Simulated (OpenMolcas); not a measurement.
Computed levels of 4d⁸ in ions with 44 electrons, in cm-1 above ³F₄.

```json
{
 "Program": "OpenMolcas",
 "Method": "SS-CASPT2, IPEA 0.25 Eh, imaginary shift 0.1 Eh",
 "Basis": "ANO-RCC-VQZP",
 "Scalar Hamiltonian": "DKH2, point nucleus",
 "Spin-orbit coupling": "RASSI with atomic mean-field integrals over the reference wave functions, term energies averaged over their components"
}
```

Active space for each ion: 8 electrons in 5 orbitals (4d); closed shells correlated by CASPT2: 4s 4p.

```tsv
Level	Rh+	Ag3+
³F₃	2410	4060
³F₂	3550	5630
³P₁	11600	16210
³P₀	11830	16440
¹G₄	15040	20650
¹S₀	35260	47700
```

Task: Estimate ³F₂, ³P₁, ³P₀ for Pd2+ from its neighbours Rh+ and Ag3+.

Result: ³F₂ is fine structure, which grows about as the fourth power of a screened charge, so the fourth roots are averaged: ((3550^0.25 + 5630^0.25) / 2)^4 = 4500. The calculation gives 4530, so the estimate is off by -0.7 %; the measured value is 4687 (Moore, Atomic Energy Levels, vol. III, NSRDS-NBS 35 (1971 reprint of NBS Circular 467, 1958)).
³P₁ is another term, which grows about linearly with the charge: (11600 + 16210) / 2 = 13905. The calculation gives 13820, so the estimate is off by +0.6 %; the measured value is 13470 (Moore, Atomic Energy Levels, vol. III, NSRDS-NBS 35 (1971 reprint of NBS Circular 467, 1958)).
³P₀ is another term, which grows about linearly with the charge: (11830 + 16440) / 2 = 14135. The calculation gives 14070, so the estimate is off by +0.5 %; the measured value is 13699 (Moore, Atomic Energy Levels, vol. III, NSRDS-NBS 35 (1971 reprint of NBS Circular 467, 1958)).

CASPT2 does not keep the components of a term degenerate, so their means are used; among the terms shown or strongly mixed into the levels shown the widest spread is 790 cm-1 (4d⁸ ¹G, Rh+). Configurations with an s electron lie low at this charge and mix in, so terms can be misplaced (holds for Rh+). Levels of configurations with an s electron are missing; early in the row they begin among the upper levels of the d shell and mix with terms of their name (holds for Pd2+). Measured partners are found by configuration, term and J. A level has none where our copy of the source lacks it or the pairing is in doubt (some pairs that miss far off the trend of their configuration count as doubtful), and it then counts in no deviation. Only configurations of the active space appear.
